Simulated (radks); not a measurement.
Question: These are the eigenvalues of the occupied orbitals of an atom or ion with whole-number occupations (eV). Calculated with a radial shooting solver on a logarithmic mesh with Libxc functionals: Dirac Kohn-Sham, BLYP, spin-unpolarised, spherical densities, finite nucleus; Fermi nuclear charge, rms radius of each element as measured or else 0.836 A^(1/3) + 0.57 fm.

orbital  eigenvalue
1s1/2     -33024.50
2s1/2     -5152.076
2p1/2     -4838.338
2p3/2     -4539.439
3s1/2     -1087.819
3p1/2     -958.0248
3p3/2     -901.7777
3d3/2     -672.8814
3d5/2     -661.0500
4s1/2     -239.9231
4p1/2     -194.5397
4p3/2     -183.4939
4d3/2     -110.2768
4d5/2     -108.5178
5s1/2      -69.7299
5p1/2      -57.4452

Which element is it, and in what charge state? The configuration may be excited.

Answer: Z = 53, iodine, charge +5: I5+ in [Kr] 4d10 5s1 5p(1/2: 1, 3/2: 0). The list shows which subshells hold electrons but not how many an open one holds; the 1s level, -1213.6 hartree, gives Z - s = 49.3 by -(Z - s)^2/2, which with screening and relativity narrows Z to a few neighbours, and the depths of the outer levels then fix element, charge and occupations together.
